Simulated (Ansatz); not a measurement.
Al6N7H20⁺, a cluster cut from zinc blende AlN (hydrogen-capped). The state is a singlet with charge 1. Geometry PBE-D4/def2-SVP, basis def2-TZVP, Ansatz.

Cartesian coordinates in Å:
```
N 1.423 -2.225 -0.951
N -2.892 1.641 0.055
N 0.836 0.625 -1.722
N -1.338 -1.056 -0.278
N 0.695 -1.668 1.964
N -0.007 1.240 1.202
N 2.756 0.074 0.529
Al -2.741 0.064 -1.117
Al -0.066 -1.108 -1.704
Al 2.219 -1.776 0.760
Al -1.255 2.628 0.536
Al 1.419 1.455 -0.052
Al -0.808 -0.469 1.453
H 2.161 -2.303 -1.673
H 1.061 -3.195 -0.917
H -3.451 1.422 0.898
H -3.489 2.317 -0.455
H 1.611 0.617 -2.406
H 0.153 1.288 -2.136
H -1.791 -1.981 -0.175
H 0.311 -2.616 2.127
H 1.016 -1.398 2.910
H 0.283 1.594 2.131
H 3.569 0.127 -0.109
H 3.162 0.426 1.414
H -1.899 0.567 -2.414
H -4.121 -0.722 -1.230
H -0.432 -1.774 -3.095
H 3.371 -2.755 1.243
H -0.515 2.952 -0.875
H -1.537 3.735 1.645
H 2.229 2.815 -0.137
H -1.934 -0.542 2.580
```

| run | HOMO (eV) | LUMO (eV) |
| --- | --- | --- |
| A | -10.39 | -4.25 |
| B | -10.31 | -3.95 |
| C | -9.55 | -4.70 |
| D | -10.79 | -3.88 |
| E | -9.86 | -4.21 |

HSE06 is defined as in plane-wave codes, on full-range PBE exchange. Single mean-field runs in def2-TZVP are fitted with def2-universal-jkfit.

Question: The runs used HSE06, PBE, PBE0, r2SCAN, r2SCANh. Estimate which is which.

Answer: A HSE06 (range-separated); B r2SCANh (10 % exact exchange); C PBE (0 % exact exchange); D PBE0 (25 % exact exchange); E r2SCAN (0 % exact exchange). Exact exchange lowers occupied and raises empty levels; among semilocal functionals meta-GGAs tend to open the gap a little, and such runs are hard to tell apart. The gap grows from 4.85 eV (PBE) to 6.91 eV (PBE0).
